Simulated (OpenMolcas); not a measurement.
# Ionisation energies of tungsten

```json
{"Program": "OpenMolcas", "Basis": "ANO-RCC-VTZP [8s7p5d3f2g1h]", "Scalar Hamiltonian": "DKH2, point nucleus", "Spin-orbit coupling": "RASSI with atomic mean-field integrals over the reference wave functions, term energies averaged over their components"}
```

Active shells in each charge state: the valence d, s shells, with orbitals averaged over the low states. Where CASPT2's correlated closed shells are named, they are those of the first ion.

A. CASSCF
B. SS-CASPT2, IPEA 0.25 Eh, imaginary shift 0.1 Eh (closed shells correlated: 5s 5p)
C. SS-CASPT2, IPEA 0.25 Eh, imaginary shift 0.1 Eh (closed shells correlated: 4f 5s 5p)
D. SS-CASPT2, IPEA 0 Eh, imaginary shift 0.1 Eh (closed shells correlated: 5s 5p)

Energies in eV between the lowest computed levels, named as in B; reference values from the NIST Atomic Spectra Database with their kind.

| From | To | A | B | C | D | Spin-orbit share in B | Reference |
| --- | --- | --- | --- | --- | --- | --- | --- |
| W 5d5 6s 7S3 | W+ 5d4 6s 6D 1/2 | 6.591 | 7.430 | 7.574 | 7.657 | -0.544 | 7.864 (measured) |
| W+ 5d4 6s 6D 1/2 | W2+ 5d4 5D0 | 14.738 | 15.602 | 15.769 | 15.706 | -0.316 | 16.370 (semi-empirical) |

Other lowest levels: D, W 5d4 6s2 5D0 to 5d4 6s 6D 1/2.

Error against the reference values, in %:

```json
{"From": "W", "Reference": "measured", "A": "-16.2", "B": "-5.5", "C": "-3.7", "D": "-2.6"}
{"From": "W+", "Reference": "semi-empirical", "A": "-10.0", "B": "-4.7", "C": "-3.7", "D": "-4.1"}
```

Absolute error against the one measured value: A 1.27 eV, B 0.43 eV, C 0.29 eV, D 0.21 eV. D lies closest.

The lowest level within the active space need not be the ion's true ground level.
